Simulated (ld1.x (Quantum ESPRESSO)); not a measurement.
nickel (Ni) ultrasoft: all-electron and pseudo phase curves

```
Element                 : nickel
Generator               : ld1.x (Quantum ESPRESSO) 7.5
Type                    : ultrasoft
Functional              : LDA (PZ)
Relativity              : scalar-relativistic
Frozen core             : [Ne] 3s2
Valence charge          : 16
Reference configuration : 3p6 3d8 4s1.5 4p0 (charge +0.5)
Partial waves           : 4s (bound): rcut 1.75, rcutus 1.90 bohr; 4s channel at -0.15 Ry: rcut 1.75, rcutus 1.90 bohr; 3p (bound): rcut 1.15, rcutus 1.25 bohr; 4p (bound, empty): rcut 1.15, rcutus 1.25 bohr; 3d (bound): rcut 1.20, rcutus 1.30 bohr; 3d channel at 2.7 Ry: rcut 1.20, rcutus 1.30 bohr; 4f channel at 0.2 Ry: rcut 1.30, rcutus 1.65 bohr; 4f channel at 1.95 Ry: rcut 1.30, rcutus 1.65 bohr
Local potential         : all-electron potential smoothed inside 1.80 bohr (lloc = -1)
Core correction         : none
Augmentation charge     : PSQ, radius 1.05 bohr
```

The phase is arctan(r·u′/u) with u = r·R(r), unwrapped; energies in Ry, scanned from -8 to 5 Ry. A pole is an energy at which the radial function vanishes at the test radius. The pseudo phase is shifted by a multiple of π to meet the all-electron one at the reference energy, and phase errors are pseudo minus all-electron; the curves can meet again beyond the range given. Levels narrower than the energy grid can be missing from the lists of poles.

**Question.** For each channel, where are the poles, and over which energies does the pseudopotential scatter like the atom?

**Answer.**

```csv
channel,radius (bohr),reference energy (Ry),"poles, all-electron","poles, pseudo",unbroken range about the reference energy with phases within 0.05 rad,phase error 1 Ry above the reference energy (rad)
s,2.06,-0.70,3.22,"1.78, 3.40",below 1.7,-0.000
p,2.06,-0.32,"-5.50, 4.57","-5.50, 4.59",the whole range,+0.000
d,2.06,-0.99,-0.72,-0.72,the whole range,+0.000
f,2.06,0.20,none,none,the whole range,+0.000
```

Phases in the p channel:

```
E (Ry)  all-electron  pseudo
 -8.00         1.382   1.382
 -7.76         1.378   1.378
 -7.52         1.373   1.373
 -7.28         1.368   1.368
 -7.04         1.362   1.362
 -6.80         1.355   1.355
 -6.56         1.346   1.346
 -6.32         1.334   1.334
 -6.08         1.312   1.312
 -5.84         1.256   1.256
 -5.60        -0.626  -0.626
 -5.36        -1.701  -1.701
 -5.12        -1.752  -1.752
 -4.88        -1.774  -1.774
 -4.64        -1.789  -1.789
 -4.40        -1.802  -1.802
 -4.16        -1.813  -1.813
 -3.92        -1.824  -1.824
 -3.68        -1.835  -1.835
 -3.44        -1.848  -1.848
 -3.20        -1.861  -1.861
 -2.96        -1.875  -1.875
 -2.72        -1.892  -1.892
 -2.48        -1.910  -1.910
 -2.24        -1.931  -1.931
 -2.00        -1.955  -1.955
 -1.76        -1.984  -1.984
 -1.52        -2.018  -2.018
 -1.28        -2.060  -2.060
 -1.04        -2.112  -2.112
 -0.80        -2.179  -2.179
 -0.56        -2.267  -2.267
 -0.32        -2.386  -2.386
 -0.08        -2.552  -2.552
  0.16        -2.781  -2.781
  0.40        -3.080  -3.080
  0.64        -3.415  -3.415
  0.88        -3.722  -3.722
  1.12        -3.961  -3.961
  1.36        -4.134  -4.134
  1.60        -4.259  -4.259
  1.84        -4.352  -4.351
  2.08        -4.422  -4.421
  2.32        -4.476  -4.476
  2.56        -4.521  -4.520
  2.80        -4.557  -4.556
  3.04        -4.587  -4.587
  3.28        -4.614  -4.613
  3.52        -4.636  -4.636
  3.76        -4.657  -4.656
  4.00        -4.675  -4.674
  4.24        -4.692  -4.691
  4.48        -4.707  -4.706
  4.72        -4.721  -4.720
  4.96        -4.735  -4.734
```
